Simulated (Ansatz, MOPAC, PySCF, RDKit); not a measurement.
Pair of molecules: PH3 (SMILES P) (first 4 atoms) with HI (SMILES I); geometry from B3LYP-D3(BJ)/def2-TZVP.
(charge 0, multiplicity 1):
```xyz
6

P     -0.459     0.102     0.235
H      0.054    -1.067    -0.378
H     -1.748    -0.025    -0.337
H      0.025     0.978    -0.767
I      0.085     0.881     4.338
H     -0.125     0.580     2.749
```

Monomers are frozen at their geometry in the pair; levels with a basis set take the counterpoise correction. RDKit's UFF carries no charges.

Frozen-core correlation. Filled d and f shells under p-block atoms count as core. The state that AM1, PM7 reach isn't checked; PM7 holds dispersion and hydrogen-bond terms.

Run with Ansatz (Gaussian basis) for Hartree–Fock, density functionals and correlated methods; MOPAC for AM1, PM7 (differences of heats of formation); PySCF for the dispersion terms; RDKit for the force fields. Values without a source in brackets are computed. In def2 rows elements past Kr take small-core potentials, without spin–orbit coupling.

```json
[
 {"level": "UFF", "interaction energy (kcal/mol)": "2.09"},
 {"level": "AM1", "interaction energy (kcal/mol)": "-2.14"},
 {"level": "PM7", "interaction energy (kcal/mol)": "-0.45"},
 {"level": "SVWN5/def2-TZVPPD", "interaction energy (kcal/mol)": "-5.14"},
 {"level": "B3LYP-D4/def2-TZVPPD", "interaction energy (kcal/mol)": "-2.58"},
 {"level": "CAM-B3LYP-D3(BJ)/def2-TZVPPD", "interaction energy (kcal/mol)": "-2.42"},
 {"level": "MP2/def2-TZVPPD", "interaction energy (kcal/mol)": "-2.04"},
 {"level": "CCSD/def2-SVPD", "interaction energy (kcal/mol)": "-0.80"},
 {"level": "CCSD/def2-TZVPPD", "interaction energy (kcal/mol)": "…"}
]
```

Problem. Fill in the missing entries.

Solution. 
- CCSD/def2-TZVPPD, interaction energy (kcal/mol): -0.96

Ansatz is a first-principles code.
